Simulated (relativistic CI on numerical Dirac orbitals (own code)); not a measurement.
# Tc2+ (4d5) in a crystal field

Calculated by Dirac-Coulomb-Breit CI, orbitals from a KLI potential per configuration, model QED, valence Slater integrals scaled by 0.7, one configuration in a parametric crystal field (own radial code).

Field parameters in Wybourne normalisation: Oh B⁴₀ = 21Dq, B⁴₄ = √(5/14) B⁴₀. The field is a parameter set, without covalency.

S and J are read from ⟨S²⟩ = S(S + 1) and ⟨J²⟩ = J(J + 1) of each level; they are not fictitious spins.

Oh, 10Dq = 4700 cm⁻¹, the lowest 16 levels:

| E (cm⁻¹) | Degeneracy | Irrep | S | J |
| --- | --- | --- | --- | --- |
| 0.0 | 2 | Γ7 | 2.49 | 2.50 |
| 0.2 | 4 | Γ8 | 2.49 | 2.50 |
| 13125 | 2 | Γ7 | 1.44 | 3.85 |
| 13394 | 4 | Γ8 | 1.49 | 3.97 |
| 13533 | 4 | Γ8 | 1.49 | 3.60 |
| 13723 | 2 | Γ6 | 1.50 | 3.31 |
| 15381 | 2 | Γ7 | 1.46 | 3.03 |
| 15592 | 4 | Γ8 | 1.47 | 3.83 |
| 15924 | 2 | Γ6 | 1.49 | 5.11 |
| 15973 | 4 | Γ8 | 1.49 | 4.81 |
| 16648 | 4 | Γ8 | 1.47 | 4.36 |
| 16712 | 2 | Γ7 | 1.48 | 4.49 |
| 16810 | 2 | Γ6 | 1.49 | 4.08 |
| 16815 | 4 | Γ8 | 1.49 | 4.35 |
| 17951 | 2 | Γ7 | 0.66 | 4.81 |
| 18871 | 4 | Γ8 | 0.66 | 4.85 |

Principal g values of the ground doublet: 3.33, 3.33, 3.33.

Oh, 10Dq = 42400 cm⁻¹, the lowest 16 levels:

| E (cm⁻¹) | Degeneracy | Irrep | S | J |
| --- | --- | --- | --- | --- |
| 0.0 | 2 | Γ7 | 0.50 | 4.60 |
| 1366 | 4 | Γ8 | 0.50 | 4.31 |
| 31989 | 4 | Γ8 | 1.50 | 3.80 |
| 32093 | 2 | Γ7 | 1.50 | 3.73 |
| 32359 | 4 | Γ8 | 1.50 | 3.43 |
| 32555 | 2 | Γ6 | 1.50 | 3.15 |
| 36481 | 2 | Γ6 | 1.50 | 3.75 |
| 36517 | 4 | Γ8 | 1.50 | 3.64 |
| 36746 | 4 | Γ8 | 1.49 | 3.39 |
| 36856 | 2 | Γ7 | 1.48 | 3.18 |
| 40004 | 4 | Γ8 | 0.51 | 5.32 |
| 40167 | 2 | Γ7 | 0.53 | 4.66 |
| 40742 | 2 | Γ6 | 0.51 | 5.16 |
| 41911 | 2 | Γ7 | 0.51 | 4.81 |
| 42217 | 4 | Γ8 | 0.52 | 4.60 |
| 43316 | 4 | Γ8 | 0.51 | 4.44 |

Principal g values of the ground doublet: 2.17, 2.17, 2.17.

Oh, 10Dq = 38650 cm⁻¹, the lowest 10 levels:

| E (cm⁻¹) | Degeneracy | Irrep | S | J |
| --- | --- | --- | --- | --- |
| 0.0 | 2 | Γ7 | 0.50 | 4.60 |
| 1377 | 4 | Γ8 | 0.50 | 4.32 |
| 28296 | 4 | Γ8 | 1.50 | 3.80 |
| 28405 | 2 | Γ7 | 1.50 | 3.73 |
| 28671 | 4 | Γ8 | 1.50 | 3.43 |
| 28865 | 2 | Γ6 | 1.50 | 3.15 |
| 32782 | 2 | Γ6 | 1.50 | 3.76 |
| 32819 | 4 | Γ8 | 1.50 | 3.64 |
| 33040 | 4 | Γ8 | 1.49 | 3.40 |
| 33146 | 2 | Γ7 | 1.48 | 3.17 |

Principal g values of the ground doublet: 2.18, 2.18, 2.18.

The free-ion ground term has S = 5/2. The field overcomes the spin-pairing energy for Oh, 10Dq = 42400 cm⁻¹; Oh, 10Dq = 38650 cm⁻¹, where the ground state has lower spin; these fields are assumed values.

Levels of this model without a field, named by their leading LS term (the scale mimics covalency, so terms lie below those of the real free ion): 6S_5/2 0, 4G_5/2 16567, 4G_7/2 16730, 4G_11/2 16792, 4G_9/2 16830, 4P_5/2 18658, 4P_3/2 18962, 4P_1/2 19367 cm⁻¹.
